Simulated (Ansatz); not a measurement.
Cost and result up the ladder for B₅Cl₃ (8 atoms). Total charge 0; singlet. Geometry: B3LYP-D4/def2-SVP.

```xyz
8

B     0.654    0.993    0.033
B     1.097   -1.013    0.087
B    -0.302   -0.427   -0.015
B    -1.945   -0.011   -0.132
B    -0.924    1.163   -0.077
Cl    2.182    1.845    0.126
Cl   -3.420   -0.895   -0.222
Cl    2.658   -1.655    0.200
```

Ansatz on 4 threads of Arm Neoverse V1 on a shared host. Times are rough, and most runs start from the orbitals of an earlier one. ωB97X-V/def2-TZVP serves as the yardstick here, not as an exact answer. Differences are given only for rows in sets of like size (and for xTB, whose basis is part of the method), since another set adds its own error. Binding counts from free atoms at the same level (B doublet, Cl doublet; other spins of the atoms weren't run), without zero-point energy or a counterpoise term.

LC-ωPBE has ω = 0.4 bohr⁻¹. Correlated methods freeze 20 core orbitals. The rows differ in basis, and correlated rows in double-zeta sets carry the largest basis error. The structure comes from a short search, and lower isomers may exist.

Correlated methods converge slowly with the basis, most of all in double-zeta sets.

| level | functions | binding energy per atom (eV) | difference from ωB97X-V/def2-TZVP (eV) |
| --- | --- | --- | --- |
| PBE0-D4/def2-SVP | 124 | 4.35 | – |
| HF/STO-3G | 52 | 4.00 | – |
| r2SCAN-D4/def2-TZVP | 266 | 4.28 | 0.19 |
| MP2/def2-TZVP | 266 | 4.22 | 0.13 |
| ωB97X-V/def2-TZVP | 266 | 4.09 | 0.00 |
| PBE0-D4/def2-TZVP | 266 | 4.27 | 0.18 |
| CCSD(T)/def2-SVP | 124 | 3.90 | – |
| LC-ωPBE/def2-TZVP | 266 | 4.13 | 0.04 |
| PBE-D4/def2-SVP | 124 | 4.47 | – |
| CAM-B3LYP-D4/def2-TZVP | 266 | 4.06 | -0.02 |
| PBE-D4/def2-TZVP (with forces) | 266 | 4.39 | 0.30 |

(1) Estimate how long each takes.

Answers

(1) HF/STO-3G 0.2 s; PBE-D4/def2-SVP 1.4 s; PBE0-D4/def2-SVP 2 s; PBE-D4/def2-TZVP (with forces) 4.3 s; LC-ωPBE/def2-TZVP 4.6 s; MP2/def2-TZVP 5.5 s; CAM-B3LYP-D4/def2-TZVP 7 s; r2SCAN-D4/def2-TZVP 7.5 s; PBE0-D4/def2-TZVP 8 s; CCSD(T)/def2-SVP 11 s; ωB97X-V/def2-TZVP 13 s. On shared hardware such times vary by a factor of up to 3.
